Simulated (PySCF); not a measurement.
Cl2GaH2N.

```xyz
6

Ga     0.0000     0.0000    -0.2664
Cl     0.0000    -1.8365     0.8194
Cl     0.0000     1.8365     0.8194
N      0.0000     0.0000    -2.0546
H      0.0000     0.8460    -2.6095
H      0.0000    -0.8460    -2.6095
```

Coordinates come from a PBE0-D3(BJ)/def2-SVP optimisation. The structure was generated by enumeration; whether it is a known compound was not checked. One conformer was computed; it need not be the lowest.

All values below come from PBE/pcSseg-1 (PySCF). Non-relativistic, no solvent.

Q: Give the absolute GIAO shielding of each atom: isotropic value and principal components (ppm). (Estimate from the structure and the level; the computed values follow.)

A: 
| atom | σ(iso) | σ11 | σ22 | σ33 | span |
|---|---|---|---|---|---|
| Ga1 | 1298.9 | 1063.8 | 1338.8 | 1494.0 | 430.3 |
| Cl2 | 887.8 | 759.5 | 867.1 | 1036.9 | 277.4 |
| Cl3 | 887.8 | 759.5 | 867.1 | 1036.9 | 277.4 |
| N4 | 210.2 | 166.7 | 202.4 | 261.6 | 94.9 |
| H5 | 29.3 | 22.1 | 25.0 | 40.6 | 18.5 |
| H6 | 29.3 | 22.1 | 25.0 | 40.6 | 18.5 |
